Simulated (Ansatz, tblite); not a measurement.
Isomers of Cu$_{4}$Ag⁺ (singlet), found by a short tight-binding search and relaxed with PBE-D4/def2-SVP in Ansatz.

In the def2 sets Ag takes a core potential; there is no spin–orbit coupling. The xTB rows come from tblite. B3LYP takes the VWN-RPA correlation.

Run but left out: HF/STO-3G (C: restricted singlet, unstable in another Hartree–Fock run and untested here); HF/def2-SVP, HF/def2-TZVP, MP2/def2-SVP, MP2/def2-TZVP, CCSD/def2-SVP, CCSD(T)/def2-SVP (C: restricted singlet, unstable towards broken spin symmetry).

C: The restricted singlet is unstable towards broken spin symmetry in Hartree–Fock (as tested in another run); at PBE-D4/def2-SVP, PBE-D4/def2-TZVP, revPBE-D4/def2-TZVP, r2SCAN-D4/def2-TZVP and others this wasn't settled.

Other spin states weren't relaxed.

A:

```
atom   x (Å)   y (Å)   z (Å)
 Ag1  -0.277  -0.841   0.514
 Cu2  -2.321  -0.637  -1.002
 Cu3  -0.891   1.177  -0.854
 Cu4   1.523   0.710  -0.317
 Cu5   1.966  -0.409   1.659
```

B:

```
atom    x (Å)    y (Å)    z (Å)
 Ag1  -1.7884  -1.2867   1.4763
 Cu2   0.6134  -0.6827   1.3825
 Cu3   1.1409   1.2791  -0.0426
 Cu4   0.6578   0.8856  -2.2620
 Cu5  -0.6237  -0.1953  -0.5543
```

C:

Cartesian coordinates in Å:
```
Ag -0.7811 -0.9429 -1.8260
Cu 1.2694 -0.0268 -0.4791
Cu -0.4539 -1.0203 0.7711
Cu 0.7368 0.8893 1.7223
Cu -0.7712 1.1007 -0.1883
```

D:

```xyz
5

Ag    1.3811    0.6207   -1.2340
Cu    2.1774   -1.2912    0.1139
Cu   -0.0494   -0.5393    0.5239
Cu   -1.2218    1.2085   -0.5239
Cu   -2.2873    0.0013    1.1201
```

Problem. Estimate their order by electronic energy at PBE0-D4/def2-TZVP, counted from the lowest.

Solution. C (0.0) < B (4.6) < D (11.0) < A (24.3), in kJ/mol.

Problem. Do the other levels pick the same lowest one?

Solution. Not GFN1-xTB, GFN2-xTB, B3LYP-D4/def2-TZVP. Energies above each level's lowest (kJ/mol):

```csv
level,A,B,C,D
GFN1-xTB,24.8,0.0,38.9,3.0
GFN2-xTB,0.0,163.2,418.6,66.3
PBE-D4/def2-SVP,63.4,25.2,0.0,42.7
PBE-D4/def2-TZVP,34.0,6.8,0.0,16.3
revPBE-D4/def2-TZVP,31.4,3.4,0.0,12.9
r2SCAN-D4/def2-TZVP,44.8,14.3,0.0,25.5
B3LYP-D4/def2-TZVP,19.6,0.0,10.2,5.2
PBE0-D4/def2-SVP,49.9,19.9,0.0,33.0
PBE0-D4/def2-TZVP,24.3,4.6,0.0,11.0
ωB97X-V/def2-TZVP,30.4,11.3,0.0,15.8
```
Point groups (tolerance 0.1 Å): A C2, B not assigned, C C3v, D Cs. Lower isomers may exist. From def2-SVP to def2-TZVP the PBE0 values move by up to 25.6 kJ/mol, so results in the small set are rough.
